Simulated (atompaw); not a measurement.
## Cutoff test, Pr (Z = 59), PAW (atompaw)

atompaw 4.2.0.5 input, output lines left out:

```
Pr 59
GGA-PBESOL scalarrelativistic loggrid 2001 logderivrange -5 5 251
6 6 5 4 0 0
6 1 0
5 2 0.5
4 3 2.5
0 0 0
c
c
c
c
v
v
c
c
c
v
v
c
c
v
v
3
3.00 2.55 3.00 1.65
n
n
y
1.75
n
y
0.6
n
custom rrkj vanderbiltortho sinc
bessel
2.00
3.00
3.00
3.00
3.00
3.00
1.25
1.25
```

The pseudo-atom Hamiltonian at the reference potential is diagonalised in spherical Bessel functions j_l(qr) that vanish at 20 bohr, with q² up to the cutoff. All-electron valence levels (Ry): 5s -2.9814, 6s -0.2695, 5p -1.6676, 6p -0.0947, 5d -0.1846, 4f -0.2628.

Question: How do the lowest levels (Ry) of each channel move with the cutoff, and are there ghosts?

Answer:

| cutoff (Ry) | s #1 | s #2 | s #3 | p #1 | p #2 | d #1 | f #1 | Σ f·Δε (mRy) |
| --- | --- | --- | --- | --- | --- | --- | --- | --- |
| 8 | -2.9615 | -0.2591 | 0.0055 | -1.6662 | -0.0767 | -0.1815 | 0.0916 | 956.7 |
| 15 | -2.9811 | -0.2692 | 0.0038 | -1.6676 | -0.0943 | -0.1845 | 0.0916 | 887.4 |
| 25 | -2.9813 | -0.2695 | 0.0038 | -1.6676 | -0.0946 | -0.1846 | 0.0915 | 886.1 |
| 40 | -2.9814 | -0.2695 | 0.0038 | -1.6676 | -0.0946 | -0.1846 | 0.0913 | 885.3 |
| 60 | -2.9814 | -0.2695 | 0.0038 | -1.6676 | -0.0946 | -0.1846 | -0.1612 | 253.9 |
| 90 | -2.9814 | -0.2695 | 0.0038 | -1.6676 | -0.0946 | -0.1846 | -0.2609 | 4.7 |
| 120 | -2.9814 | -0.2695 | 0.0038 | -1.6676 | -0.0946 | -0.1846 | -0.2620 | 1.9 |
| 180 | -2.9814 | -0.2695 | 0.0038 | -1.6676 | -0.0946 | -0.1846 | -0.2627 | 0.3 |
| 400 | -2.9814 | -0.2695 | 0.0038 | -1.6676 | -0.0946 | -0.1846 | -0.2628 | 0.0 |

Result: no extra level below or beside the all-electron valence levels (s, p, d, f tested); 10 mRy is reached at 90 Ry and 1 mRy at 140 Ry.
